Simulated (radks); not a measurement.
All-electron atom: Ta I in [Xe] 4f14 5d2 6s2 6d1 (not the ground configuration). Method: Dirac Kohn-Sham, PBEsol, spin-unpolarised, spherical densities, point nucleus; open shells fill j = l - 1/2 first; computed with a radial shooting solver on a logarithmic mesh with Libxc functionals.

Spin-orbit splittings of the eigenvalues, e(l+1/2) - e(l-1/2), with zeta = 2 splitting/(2l+1) and mean radii in bohr:

shell  occ.  splitting (eV)  zeta (eV)  <r> j=l-1/2  <r> j=l+1/2
2p        6            1270      846.4      0.06488      0.07272
3p        6           273.3      182.2       0.1943       0.2089
3d       10           59.54      23.82       0.1830       0.1875
4p        6           63.01      42.01       0.4645       0.4977
4d       10           11.57      4.629       0.5166       0.5281
4f       14           1.984     0.5668       0.6333       0.6441
5p        6           8.866      5.911        1.215        1.320
5d        2          0.6928     0.2771        1.990        2.060
6d        1         0.01520   0.006078        10.37        10.52
